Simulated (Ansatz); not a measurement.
Method: Ansatz (an electronic-structure program) with PBE0-D4/def2-TZVP. No frequencies were computed at this level.

Ansatz 0.2 input:
```yaml
crystal:
  periodic: [false, false, false]
  atoms:
    - { symbol: C, position_ang: [-0.792955, 0.072955, 0.007916] }
    - { symbol: B, position_ang: [0.391448, -0.617985, 0.822187] }
    - { symbol: O, position_ang: [1.6762, -0.413943, 0.618528] }
    - { symbol: H, position_ang: [-0.453473, 0.97661, -0.506866] }
    - { symbol: H, position_ang: [-1.645048, 0.345373, 0.625133] }
    - { symbol: H, position_ang: [-1.164065, -0.615146, -0.750168] }
    - { symbol: H, position_ang: [1.996252, 0.202983, -0.056477] }
basis:
  gaussian: { orbitals: def2-tzvp }
hamiltonian:
  xc: pbe0
  dispersion: d4
relax:
  max_steps: 150
magnetization:
  spin_polarized: true
  initial_magnetization: 1
```

Output:

```
Functional definition: PBE0
676 factors; their error is unknown
mean field evaluation 1: about -3814.3485 eV, gradient 4.5e1 eV
mean field evaluation 2: about -3809.7050 eV, gradient 5.6e1 eV
mean field evaluation 4: about -3821.9195 eV, gradient 2.3e0 eV
mean field evaluation 8: about -3821.9450 eV, gradient 3.3e-2 eV
mean field evaluation 16: about -3821.9446 eV, gradient 3.2e-5 eV
mean field -3821.94457909 eV, -140.4538726744 hartree, gradient 3.2e-5 eV, S^2 0.752519; 0 other end points of the search recorded, 0 dependent functions left out
reference -3821.94460807 eV, -140.4538737396 hartree; 12, 11 occupied and 105, 106 virtual orbitals, 676 factors
relax step   1: F+E_penalty+E_count = -3822.00976412 eV  Δ(F+E_penalty+E_count) = +0.000e0 eV  max|allowed force component| = 1.145e0 eV/Å  Δτ_max = 0.0000 Å  (29 SCF iters, accepted)
these checks for a lower state are left out or cut short: starts, cluster_reference, orbital_swaps, neighbouring_geometries, increment
676 factors; their error is unknown
mean field -3821.97193567 eV, -140.4548780103 hartree, gradient 1.7e-5 eV, S^2 0.752477; 0 other end points of the search recorded, 0 dependent functions left out
reference -3821.97196458 eV, -140.4548790727 hartree; 12, 11 occupied and 105, 106 virtual orbitals, 676 factors
relax step   2: F+E_penalty+E_count = -3822.03706748 eV  Δ(F+E_penalty+E_count) = -2.730e-2 eV  max|allowed force component| = 5.457e-1 eV/Å  Δτ_max = 0.0265 Å  (33 SCF iters, accepted)
these checks for a lower state are left out or cut short: starts, cluster_reference, orbital_swaps, neighbouring_geometries, increment
676 factors; their error is unknown
mean field -3821.98512577 eV, -140.4553627374 hartree, gradient 1.6e-5 eV, S^2 0.752428; 0 other end points of the search recorded, 0 dependent functions left out
reference -3821.98515458 eV, -140.4553637963 hartree; 12, 11 occupied and 105, 106 virtual orbitals, 676 factors
relax step   3: F+E_penalty+E_count = -3822.05026859 eV  Δ(F+E_penalty+E_count) = -1.320e-2 eV  max|allowed force component| = 1.181e-1 eV/Å  Δτ_max = 0.0245 Å  (34 SCF iters, accepted)
these checks for a lower state are left out or cut short: starts, cluster_reference, orbital_swaps, neighbouring_geometries, increment
676 factors; their error is unknown
mean field evaluation 32: about -3821.9351 eV, gradient 3.0e0 eV
mean field -3821.98701384 eV, -140.4554321227 hartree, gradient 2.5e-5 eV, S^2 0.752406; 0 other end points of the search recorded, 0 dependent functions left out
reference -3821.98704269 eV, -140.4554331830 hartree; 12, 11 occupied and 105, 106 virtual orbitals, 676 factors
relax step   4: F+E_penalty+E_count = -3822.05226557 eV  Δ(F+E_penalty+E_count) = -1.997e-3 eV  max|allowed force component| = 1.119e-1 eV/Å  Δτ_max = 0.0884 Å  (32 SCF iters, accepted)
these checks for a lower state are left out or cut short: starts, cluster_reference, orbital_swaps, neighbouring_geometries, increment
676 factors; their error is unknown
mean field -3821.98915572 eV, -140.4555108354 hartree, gradient 8.5e-6 eV, S^2 0.752420; 0 other end points of the search recorded, 0 dependent functions left out
reference -3821.98918455 eV, -140.4555118947 hartree; 12, 11 occupied and 105, 106 virtual orbitals, 676 factors
relax step   5: F+E_penalty+E_count = -3822.05438014 eV  Δ(F+E_penalty+E_count) = -2.115e-3 eV  max|allowed force component| = 1.210e-1 eV/Å  Δτ_max = 0.0485 Å  (33 SCF iters, accepted)
these checks for a lower state are left out or cut short: starts, cluster_reference, orbital_swaps, neighbouring_geometries, increment
676 factors; their error is unknown
mean field -3821.99038617 eV, -140.4555560538 hartree, gradient 2.6e-5 eV, S^2 0.752421; 0 other end points of the search recorded, 0 dependent functions left out
reference -3821.99041494 eV, -140.4555571109 hartree; 12, 11 occupied and 105, 106 virtual orbitals, 676 factors
relax step   6: F+E_penalty+E_count = -3822.05557922 eV  Δ(F+E_penalty+E_count) = -1.199e-3 eV  max|allowed force component| = 5.699e-2 eV/Å  Δτ_max = 0.0321 Å  (33 SCF iters, accepted)
these checks for a lower state are left out or cut short: starts, cluster_reference, orbital_swaps, neighbouring_geometries, increment
676 factors; their error is unknown
mean field -3821.99066890 eV, -140.4555664438 hartree, gradient 2.1e-5 eV, S^2 0.752420; 0 other end points of the search recorded, 0 dependent functions left out
reference -3821.99069761 eV, -140.4555674987 hartree; 12, 11 occupied and 105, 106 virtual orbitals, 676 factors
relax step   7: F+E_penalty+E_count = -3822.05585093 eV  Δ(F+E_penalty+E_count) = -2.717e-4 eV  max|allowed force component| = 8.651e-3 eV/Å  Δτ_max = 0.0225 Å  (33 SCF iters, accepted)
these checks for a lower state are left out or cut short: starts, cluster_reference, orbital_swaps, neighbouring_geometries, increment
676 factors; their error is unknown
mean field evaluation 64: about -3821.9908 eV, gradient 2.9e-3 eV
mean field -3821.99078373 eV, -140.4555706638 hartree, gradient 1.8e-5 eV, S^2 0.752423; 0 other end points of the search recorded, 0 dependent functions left out
reference -3821.99081233 eV, -140.4555717148 hartree; 12, 11 occupied and 105, 106 virtual orbitals, 676 factors
relax step   8: F+E_penalty+E_count = -3822.05595554 eV  Δ(F+E_penalty+E_count) = -1.046e-4 eV  max|allowed force component| = 2.958e-2 eV/Å  Δτ_max = 0.0359 Å  (34 SCF iters, accepted)
these checks for a lower state are left out or cut short: starts, cluster_reference, orbital_swaps, neighbouring_geometries, increment
676 factors; their error is unknown
mean field -3821.99080905 eV, -140.4555715941 hartree, gradient 2.5e-5 eV, S^2 0.752422; 0 other end points of the search recorded, 0 dependent functions left out
reference -3821.99083766 eV, -140.4555726454 hartree; 12, 11 occupied and 105, 106 virtual orbitals, 676 factors
relax step   9: F+E_penalty+E_count = -3822.05598231 eV  Δ(F+E_penalty+E_count) = -2.677e-5 eV  max|allowed force component| = 1.611e-2 eV/Å  Δτ_max = 0.0034 Å  (27 SCF iters, accepted)
these checks for a lower state are left out or cut short: starts, cluster_reference, orbital_swaps, neighbouring_geometries, increment
676 factors; their error is unknown
mean field -3821.99081854 eV, -140.4555719428 hartree, gradient 2.5e-5 eV, S^2 0.752420; 0 other end points of the search recorded, 0 dependent functions left out
reference -3821.99084714 eV, -140.4555729938 hartree; 12, 11 occupied and 105, 106 virtual orbitals, 676 factors
relax step  10: F+E_penalty+E_count = -3822.05599300 eV  Δ(F+E_penalty+E_count) = -1.069e-5 eV  max|allowed force component| = 1.631e-3 eV/Å  Δτ_max = 0.0035 Å  (27 SCF iters, accepted)
676 factors; their error is unknown
mean field evaluation 96: about -3821.9908 eV, gradient 3.4e-5 eV
mean field -3821.99081854 eV, -140.4555719428 hartree, gradient 3.0e-5 eV, S^2 0.752420; 1 other end points of the search recorded, 0 dependent functions left out
reference -3821.99084714 eV, -140.4555729938 hartree; 12, 11 occupied and 105, 106 virtual orbitals, 676 factors
Total energy: -3822.05602160 eV, -140.4579681111 hartree
Atom 0 at    -0.771425     0.055102    -0.035590 Å, force     0.000767     0.000374     0.000692 eV/Å
Atom 1 at     0.388573    -0.705027     0.677053 Å, force    -0.000703     0.000661    -0.001631 eV/Å
Atom 2 at     1.695273    -0.432422     0.640562 Å, force     0.000120    -0.001187     0.001599 eV/Å
Atom 3 at    -0.431728     0.918771    -0.623853 Å, force     0.000207    -0.000346     0.000067 eV/Å
Atom 4 at    -1.502040     0.403936     0.699796 Å, force     0.000022     0.000034     0.000222 eV/Å
Atom 5 at    -1.312539    -0.624018    -0.700822 Å, force    -0.000295    -0.000577    -0.000097 eV/Å
Atom 6 at     1.942244     0.334505     0.103107 Å, force    -0.000119     0.001040    -0.000851 eV/Å
Dipole moment:    -0.044460     0.383913    -0.290872 e Å
```

Cost: roughly 30 core-seconds.
